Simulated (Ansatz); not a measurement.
`[OH][In]([OH])[O][SiH3]` → 5 H• + In• + 3 O• + Si•  (atomization)

Isolated molecules relaxed with PBE0-D4/def2-TZVP in Ansatz; ΔE leaves out vibrations. CBS: MP2 limit from def2 TZ/QZ plus the TZ coupled-cluster correction, frozen cores. This one scheme is used for every species, atoms too. No spin–orbit coupling; open shells (•) take unrestricted orbitals. Spin–orbit coupling would lower the free atoms: a little for O, Si; strongly for In. def2 core potentials past Kr. Bonds to In are less sure, by a few kJ/mol each and by 10 to 20 or more in all where they break to atoms, as the def2 sets lack core-valence functions. Each species was taken in one conformer, which may not be the lowest.

`[OH][In]([OH])[O][SiH3]`:

Z-matrix (Å, degrees):
```
Si
O 1 1.629
H 1 1.497 2 111.0
H 1 1.488 2 110.6 3 119.6
H 1 1.488 2 110.6 3 -119.6
In 2 1.969 1 134.0 3 -0.4
O 6 1.960 2 117.9 1 -179.5
O 6 1.973 2 119.0 1 0.5
H 7 0.961 6 111.7 2 -180.0
H 8 0.961 6 111.7 2 -0.0
```

```csv
species,CCSD(T)/CBS(def2) energy (Eh)
`[OH][In]([OH])[O][SiH3]`,-707.51343
H•,-0.50000
In•,-189.78701
O•,-75.00631
Si•,-288.94402
```

(1) Work out ΔE.

Largest T1 diagnostic among the species: 0.016.

Answers

(1) ΔE = 5 × (-0.50000) + 3 × (-75.00631) + (-189.78701) + (-288.94402) − (-707.51343) = 1.26347 Eh = +34.38 eV.

From PBE to PBE0 (25 % exact exchange), in def2-TZVPP and without D4, ΔE moves by −0.93 eV: exact exchange takes away binding that semilocal exchange gives to molecules. Leaving LDA and LC-ωPBE aside and taking each functional with its dispersion term where it has one, the values, not all of them listed here, spread over 1.92 eV, from BHLYP-D4 to PBE-D4. LDA lies +5.15 eV from PBE without D4, its usual overbinding. At CCSD(T), def2-SVP lies −3.34 eV from the extrapolated value and def2-TZVPP −1.27 eV: correlation converges slowly with the basis, and small sets miss more of it in the bonded molecule than in its fragments.

For atomizations the MP2-based limit and the directly extrapolated one differ by several kJ/mol either way, and by 10 to 25 for some Ge, Se and Sn compounds, so smaller differences from it don't rank the levels.
